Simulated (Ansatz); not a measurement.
Mulliken charges of Cl2F2Si, SMILES `F[Si](F)(Cl)Cl` from ωB97M-V/def2-TZVPP in Ansatz (PBE0-D4/def2-TZVP geometry).

```csv
atom,x (Å),y (Å),z (Å),charge (e)
F1,0.088,-0.243,1.592,-0.260
Si2,0.054,-0.067,0.032,0.809
F3,1.053,-1.109,-0.587,-0.260
Cl4,-1.799,-0.444,-0.639,-0.144
Cl5,0.654,1.790,-0.439,-0.144
```

Task: By hand: the dipole of these point charges (1 e Å = 4.8032 D).

Result: Σ q r = (-0.088, 0.103, -0.080) e Å, of length 0.157 e Å = 0.75 D.

Task: How does the dipole of the full density compare? (An estimate is asked.)

Result: Computed: (-0.078, 0.092, -0.071) e Å, 0.67 D; the point charges give 1.12 times that, at 0° from its direction.

Point charges leave out the atoms' own dipoles, such as those of lone pairs, and Mulliken's split depends on the basis, so the close match here is no proof of good charges.
